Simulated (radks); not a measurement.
The mean radii <r> (bohr) of the occupied orbitals of an atom or ion are listed with their occupations. Method: scalar-relativistic Kohn-Sham, BLYP, spin-polarised, spherical densities, point nucleus; computed with a radial shooting solver on a logarithmic mesh with Libxc functionals.

orbital  occ.      <r>
1s up       1  0.07684
1s down     1  0.07684
2s up       1   0.3645
2s down     1   0.3645
2p up       3   0.3278
2p down     3   0.3278
3s up       1    1.155
3s down     1    1.154
3p up       3    1.270
3p down     3    1.267
4s up       1    3.546

Name the element and its charge. Open shells, if any, are filled with parallel spins first.

Answer. Z = 20, calcium, charge +1: Ca+ in [Ar] 4s1. The 1s radius gives Z: for a bare nucleus <r> = (2 gamma + 1)/(2Z) with gamma = sqrt(1 - (Z/c)^2), 0.07446 bohr for Z = 20, and screening makes it slightly larger (0.07684 here). The occupations add up to 19, and the charge is Z minus that.
